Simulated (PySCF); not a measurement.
Compound: C7H8FN.
Cartesian coordinates in Å at the GFN2-xTB level; atoms count from 1:
```
atom  x, y, z in Å
N1    -2.077   -2.271   -1.374
C2    -1.617   -1.537   -0.628
C3    -1.011   -0.609    0.295
C4    -1.038    0.840   -0.251
C5     0.220    1.522    0.300
C6     1.200    0.387    0.497
F7     2.226    0.636    1.361
C8     1.413   -0.597   -0.604
C9     0.462   -0.916    0.524
H10   -1.548   -0.672    1.248
H11   -1.012    0.822   -1.341
H12   -1.947    1.360    0.049
H13    0.601    2.289   -0.374
H14    0.029    1.982    1.272
H15    1.029   -0.383   -1.589
H16    2.351   -1.131   -0.605
H17    0.712   -1.710    1.211
```

The closed-shell SCF was solved with PySCF and density fitting under several settings on one GFN2-xTB geometry (grid level 2 and gas phase unless stated).

```json
{"settings": "PBE0/pcSseg-1", "basis functions": "193", "SCF cycles": "14", "E (Eh)": "-425.5812", "HOMO (eV)": "-8.25", "LUMO (eV)": "0.68", "dipole (D)": "2.94"}
{"settings": "PBE0/def2-SVPD", "basis functions": "247", "SCF cycles": "14", "E (Eh)": "-425.3418", "HOMO (eV)": "-8.31", "LUMO (eV)": "0.31", "dipole (D)": "2.89"}
{"settings": "B97-D/pcSseg-1, IEF-PCM acetone", "basis functions": "193", "SCF cycles": "16", "E (Eh)": "-425.7623", "HOMO (eV)": "-6.56", "LUMO (eV)": "-0.24", "dipole (D)": "3.78"}
{"settings": "X3LYP/6-31G", "basis functions": "97", "SCF cycles": "14", "E (Eh)": "-425.7945", "HOMO (eV)": "-7.84", "LUMO (eV)": "1.02", "dipole (D)": "2.74"}
{"settings": "HSE06/IGLO-II, IEF-PCM acetonitrile, energy threshold 1e-07 Eh", "basis functions": "246", "SCF cycles": "9", "E (Eh)": "-425.7877", "HOMO (eV)": "-7.54", "LUMO (eV)": "0.37", "dipole (D)": "3.80"}
{"settings": "wB97X-D/IGLO-II, energy threshold 1e-06 Eh, start guess atom", "basis functions": "246", "SCF cycles": "8", "E (Eh)": "-426.0764", "HOMO (eV)": "-10.09", "LUMO (eV)": "2.49", "dipole (D)": "2.92"}
```

Problem. Estimate the rows for these settings: (1) OLYP/def2-SVPD; (2) BP86/6-311G**, damping 0.1 at the start, DIIS from the seventh cycle.

Solution. 
```json
{"settings": "OLYP/def2-SVPD", "basis functions": "247", "SCF cycles": "16", "E (Eh)": "-425.6765", "HOMO (eV)": "-6.79", "LUMO (eV)": "-0.62", "dipole (D)": "2.83"}
{"settings": "BP86/6-311G**, damping 0.1 at the start, DIIS from the seventh cycle", "basis functions": "210", "SCF cycles": "24", "E (Eh)": "-426.2056", "HOMO (eV)": "-6.83", "LUMO (eV)": "-0.31", "dipole (D)": "2.94"}
```

Problem. Over all rows, what range does the HOMO–LUMO gap span?

Solution. From 6.17 eV (OLYP/def2-SVPD) to 12.58 eV (wB97X-D/IGLO-II, energy threshold 1e-06 Eh, start guess atom). The functional of the narrowest has no exact exchange, that of the widest range-separated exact exchange.

Problem. Compare two rows with the functional PBE0: PBE0/pcSseg-1 and PBE0/def2-SVPD. Which energy is lower, and by how much?

Solution. PBE0/pcSseg-1 (193 functions) lies 0.2394 Eh or 150 kcal/mol below PBE0/def2-SVPD (247 functions). The smaller set gives the lower energy; the two sets aren't nested, so the variational bound doesn't order them by size.

B97-D and wB97X-D ran without the empirical dispersion term, which would shift the total energy alone. Cycle counts include a coarse-grid stage where the run had one. All basis functions are spherical, in the Pople sets too. One conformer (not necessarily the lowest) at the GFN2-xTB geometry, without vibrations or thermal averaging.
